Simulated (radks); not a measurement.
The numbers below are computed, except where a source is named.
Task: Species: Os V. Configuration: [Xe] 4f14 5d4. Level of theory: Dirac Kohn-Sham, PBEsol, spin-unpolarised, spherical densities, finite nucleus; open shells are shared between the two j in proportion to 2j + 1; Fermi nuclear charge, rms radius 5.4126 fm (a radial shooting solver on a logarithmic mesh with Libxc functionals). Some entries of the table are withheld. Estimate them.

orbital  occ.  eigenvalue (hartree)  <1/r> (bohr^-1)  r(max) (bohr)
1s1/2       2             -2710.451            90.38        0.01103
2s1/2       2             -473.1581            22.08        0.06362
2p1/2       2             -453.2342            22.05            (1)
2p3/2       4             -396.9972            18.31            (2)
3s1/2       2             -111.3951            8.107         0.1791
3p1/2       2             -102.4519            8.025         0.1674
3p3/2       4             -90.18942            7.054         0.1819
3d3/2       4             -75.15356            6.950         0.1421
3d5/2       6             -72.49616            6.724         0.1460
4s1/2       2             -24.82892            3.418            (3)
4p1/2       2             -21.07222            3.309         0.4044
4p3/2       4             -18.18841            2.970         0.4345
4d3/2       4             -12.01141              (4)         0.4295
4d5/2       6             -11.47711              (5)         0.4390
5s1/2       2              -5.02678            1.358         0.9129
5p1/2       2              -3.85459            1.236         0.9708
4f5/2       6              -3.65465            2.261         0.4029
4f7/2       8              -3.55126            2.228         0.4077
5p3/2       4              -3.38880            1.120          1.050
5d3/2     1.6              -1.80072              (6)            (7)
5d5/2     2.4              -1.74870              (8)            (9)

Result: 
(1) 2p1/2 r(max) (bohr): 0.04711
(2) 2p3/2 r(max) (bohr): 0.05416
(3) 4s1/2 r(max) (bohr): 0.4054
(4) 4d3/2 <1/r> (bohr^-1): 2.760
(5) 4d5/2 <1/r> (bohr^-1): 2.680
(6) 5d3/2 <1/r> (bohr^-1): 0.8525
(7) 5d3/2 r(max) (bohr): 1.278
(8) 5d5/2 <1/r> (bohr^-1): 0.8292
(9) 5d5/2 r(max) (bohr): 1.311
